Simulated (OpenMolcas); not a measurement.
Tc4+ with 6 ligands (fluoride) in octahedral coordination (Oh) at 1.96 Å. A charge of +0.333 e stands 2.6 Å behind each ligand. Ligand basis ANO-RCC-VDZP.
```
Tc    0.0000    0.0000    0.0000
F     1.9600    0.0000    0.0000
F     0.0000    1.9600    0.0000
F    -1.9600    0.0000    0.0000
F     0.0000   -1.9600    0.0000
F     0.0000    0.0000    1.9600
F     0.0000    0.0000   -1.9600
```

| Quantity | Value |
| --- | --- |
| Program | OpenMolcas 26.06 |
| Method | SS-CASPT2, IPEA 0.25 Eh, imaginary shift 0.1 Eh (closed shells correlated: 4s 4p and the ligand valence shells) |
| Basis | ANO-RCC-VDZP [6s5p3d1f] |
| Scalar Hamiltonian | DKH2, point nucleus |
| Active space | 3 electrons in 5 orbitals (4d) |
| State averaging | 2S+1 = 4 even, 10 roots; 2S+1 = 2 even, 40 roots |
| Spin-orbit coupling | state interaction with AMFI integrals over the reference wave functions |

Problem. What is the spin-free ground state (labels of O, the rotations of Oh)?

Solution. 4A2, 1-fold in its orbital part; it has the highest spin that d3 allows.

Problem. Where is the first state of the same spin?

Solution. 4T2 at 30200 cm-1 above the ground state.

Problem. What are the lowest two levels with spin-orbit coupling?

Solution. A 4-fold level Γ8, then a 4-fold level Γ8 11760 cm-1 above it. Their leading multiplicities are 4 (100 %) and 2 (100 %).

Problem. What is χT at 300 K, and how does it compare with the textbook value?

Solution. The lowest level has 2S+1 = 4, for which the spin-only value is χT = S(S+1) / 2 = 1.875 cm3 K/mol (g = 2). The computed 1.763 at 300 K differs by -0.112, through orbital momentum, spin-orbit coupling and any other state in reach.

Roots that are degenerate in the reference are averaged as groups; the widest CASPT2 spread within a group is 79 cm-1 (the 2-fold group of multiplicity 2 near 42100 cm-1 above the lowest state of its run). Shifts and gaps below about the spread of the groups concerned are not significant. Over all roots computed the reference weight is 0.69 to 0.70; a low but even weight reflects the number of correlated electrons. The least metal-like active orbital is 77 % on the metal (Löwdin) and no ligand orbital is active, so the numbers are rough. Ligand-to-metal charge-transfer states are missing. With no ligand orbital active B as a rule stays too high, so bands that hang on it stand too high and its fall with covalency is understated. With one d shell and no ligand orbital active, 10Dq can be off by a tenth or more. No measured value stands beside these numbers; the geometry is a model, was not optimised and need not be the one that this ion takes.
